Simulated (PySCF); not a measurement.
**Where the electron goes**

C3H10BN.
Structure used (PBE0-D3(BJ)/def2-SVP), in Å, numbered top down from 1:
```
atom  x, y, z in Å
C1     1.989    0.421    0.042
N2     0.828   -0.408    0.229
B3    -0.524   -0.085    0.040
C4    -0.944    1.369   -0.443
C5    -1.621   -1.192    0.320
H6     2.566    0.549    0.975
H7     1.687    1.421   -0.297
H8     2.677    0.010   -0.717
H9     1.046   -1.349    0.539
H10   -0.616    2.142    0.273
H11   -2.032    1.474   -0.563
H12   -0.480    1.626   -1.411
H13   -2.231   -1.361   -0.584
H14   -2.326   -0.841    1.092
H15   -1.220   -2.166    0.645
```

Method: TDDFT wB97X-D/def2-SVPD, vertical, gas phase, core orbitals frozen in the response in PySCF.

Kohn–Sham orbitals with the atoms that hold most of them (Löwdin shares over 4%, at most four atoms; ? is withheld):

```tsv
orbital	ε (eV)	atoms
LUMO+2	3.01	B3 35%, N2 17%, C4 14%, C5 13%
LUMO+1	2.90	C1 30%, H6 13%, H8 13%, C5 8%
LUMO	1.88	?
HOMO	-9.24	N2 54%, C1 13%, B3 11%, H6 5%
HOMO-1	-10.29	?
HOMO-2	-11.46	C5 21%, B3 18%, C4 16%, N2 13%
HOMO-3	-12.27	C4 32%, H11 18%, C5 17%, H15 7%
```

Q: Which atoms hold the LUMO, and with what shares?

A: B3 (bonded to 2 C and N) 52%; C1 (bonded to N and 3 H) 8%; H9 (bonded to N) 6%; C5 (bonded to B and 3 H) 5%. By element: boron 52%, carbon 13% or more, hydrogen 6% or more.

Q: Give the leading atoms of the HOMO-1.

A: C5 (bonded to B and 3 H) 25%; B3 (bonded to 2 C and N) 25%; C4 (bonded to B and 3 H) 25%; N2 (bonded to B, C and H) 5%. By element: carbon 50% or more, boron 25%, nitrogen 5%.

Q: How does S1 compare with the orbital gap of 11.12 eV?

A: S1 is at 6.85 eV (f = 0.0006), 4.27 eV below the gap, made of HOMO→LUMO (86%). 

Q: One configuration dominates each of S1 and S5. Which, and how do the shares of the two leading atoms of either orbital change from the occupied to the empty one?

A: 
- S1 (6.85 eV, f 0.0006), HOMO→LUMO (86%): N2 54% → at most 5%, C1 13% → 8%, B3 11% → 52%
- S5 (8.16 eV, f 0.048), HOMO-1→LUMO (93%): C5 25% → 5%, B3 25% → 52%, C1 at most 5% → 8%

Löwdin shares depend on the basis, the more so with diffuse functions.
